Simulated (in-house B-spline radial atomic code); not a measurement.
# RPA and G0W0 on LC-wPBE: Xe3+

Configuration [Kr] 4d10 5s2 5p3, highest spin, mean-field start LC-wPBE. Computed with an all-electron radial atomic-structure program (B-spline basis): all electrons, scalar-relativistic (spin-free one-electron X2C), finite nucleus, each spin shell either full or empty, empty states to l = 9 with an (l + 1/2)⁻⁴ tail; G0W0 by contour deformation at full frequency.

Spin-orbit coupling, left out, splits p levels strongly here.

Command:
```bash
python run_gw.py task.json out
```
Settings (radii: box in bohr, nucleus in fm):
```
Z                        54
electrons                51
configuration            [Kr] 4d10 5s2 5p3
hamiltonian              x2c
method                   lc_wpbe
lmax                     9
rms_radius               4.7859
spin_polarised           True
box_radius               14.14
intervals                68
```

Run time, properties included: 9.2 s on 1 thread of Arm Neoverse N1, with other jobs on the host.

Energies (hartree):

```json
{"term": "mean-field total", "value": "-7443.73481"}
{"term": "Hartree-Fock functional on these orbitals", "value": "-7441.30360"}
{"term": "direct second order", "value": "-4.4672"}
{"term": "second-order exchange", "value": "1.2263"}
{"term": "SOSEX correction", "value": "1.1524"}
```

Question: What is the RPA correlation energy, and what remains with SOSEX?

Answer: RPA gives -3.9655 hartree (-2.12 eV per electron); RPA + SOSEX gives -2.8131, and the second-order doubles -3.2409 hartree (no singles). RPA lacks exchange-type terms and so overcorrelates at short range.

Quasi-particle levels (eV):

```csv
level,occupied,mean field,Σx - vxc,Σc,QP weight,G0W0
5p up,yes,-42.56,-0.66,?,?,?
5s down,yes,-52.75,1.30,-2.58,0.960,-54.03
4d down,yes,-98.02,-6.96,1.53,0.912,-103.45
5p down,no,-31.14,2.75,-2.30,0.961,-30.69
```

G0W0 = mean field + (Σx - vxc) + Σc, with Σc (partial-wave tail included) taken at the quasi-particle energy. Only the outer levels were computed. Levels of low weight are left out.

Question: Where does G0W0 put 5p up?

Answer: At -43.96 eV, with Σc = -0.74 eV and a quasi-particle weight of 0.961. The tabulated removal energy is 42.2 ± 0.2 eV (NIST, measured); the calculation leaves out spin-orbit coupling, Breit and QED terms, and what these don't explain is the method's own error.
